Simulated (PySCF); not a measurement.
Molecule: `C([C@@H](C=C)[SiH3])#N`, C4H7NSi.

Bonds (- single, = double, # triple, : aromatic): C1=C2, C2-C3, C3-Si4, C3-C5, C5#N6. C1 carries H7, H8; C2 carries H9; C3 carries H10; Si4 carries H11, H12, H13. Stereochemistry as in C=C[C@@H]([SiH3])C#N. H8 is cis to C3; H7 is trans to C3.

Frames of a GFN2-xTB Langevin trajectory at 600 K; GIAO PBE0/pcSseg-1 shieldings in PySCF 2.14.0 with density-fitted response routines, gas phase, non-relativistic; equivalent atoms averaged within each frame.

Scale: 13C (σ = 186.93 ppm), 29Si (σ = 349.16 ppm), 1H (σ = 31.72 ppm) vs TMS; 15N (σ = 267.73 ppm) vs NH3 (reference shieldings calculated alike). The references are static minima.

Task: How do the shifts (ppm) fluctuate along the trajectory?

Result: 
```tsv
time (fs)	C2	C5	C1	C3	Si4	N6	H7	H9	H8	H11/H12/H13
250	142.8	123.6	122.0	19.4	-49.8	297.8	6.11	5.94	5.39	3.26
425	157.1	115.2	134.3	16.7	-62.7	290.3	6.72	5.93	5.72	4.70
625	154.7	126.8	135.3	23.4	-54.1	330.0	6.17	6.48	5.18	3.91
800	147.9	120.0	131.8	12.1	-76.0	299.8	7.51	5.67	5.34	4.33
1000	134.8	114.8	135.1	21.0	-55.5	304.6	5.82	6.63	5.76	5.04
mean of frames	147.5	120.1	131.7	18.5	-59.6	304.5	6.47	6.13	5.48	4.25
standard deviation	9.0	5.2	5.6	4.4	10.3	15.1	0.67	0.41	0.25	0.69
```

5 frames give an uncertainty of the mean of about the standard deviation over 2.2 at best, since frames this close in time may not be independent; classical motion lacks zero-point vibration, and the reference would need the same averaging.
